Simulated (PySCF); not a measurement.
CH10ClNSi3, SMILES C[Si@](N)(Cl)[SiH2][SiH3].

The structure is a stationary point at B3LYP-D3(BJ)/def2-SVP. The structure was generated by enumeration; whether it is a known compound was not checked. The values are those of a single conformer.

Computed with PySCF with TDA-CAM-B3LYP/def2-SVPD.

Vertical excitations. The molecule is in vacuum.

| state | energy (eV) | λ (nm) | f | main pairs |
|---|---|---|---|---|
| S1 | 6.60 | 188 | 0.015 | HOMO→LUMO+2 40 %, HOMO→LUMO+1 28 %, HOMO→LUMO 19 % |
| S2 | 6.72 | 185 | 0.034 | HOMO−1→LUMO 46 %, HOMO→LUMO+1 19 %, HOMO→LUMO 13 % |
| S3 | 6.90 | 180 | 0.272 | HOMO−1→LUMO 31 %, HOMO→LUMO+1 26 %, HOMO→LUMO 15 %, HOMO−1→LUMO+2 5 % |
| S4 | 7.14 | 174 | 0.137 | HOMO→LUMO 42 %, HOMO→LUMO+2 39 % |
| S5 | 7.35 | 169 | 0.021 | HOMO→LUMO+3 54 %, HOMO−1→LUMO+1 24 % |
| S6 | 7.39 | 168 | 0.053 | HOMO−1→LUMO+1 45 %, HOMO→LUMO+3 21 %, HOMO−1→LUMO+3 12 % |
| T1 | 5.84 | 212 | 0 | HOMO→LUMO+1 74 %, HOMO→LUMO+3 14 % |
| T2 | 6.00 | 207 | 0 | HOMO→LUMO+2 56 %, HOMO→LUMO 25 % |
Triplets are in the Tamm–Dancoff approximation.
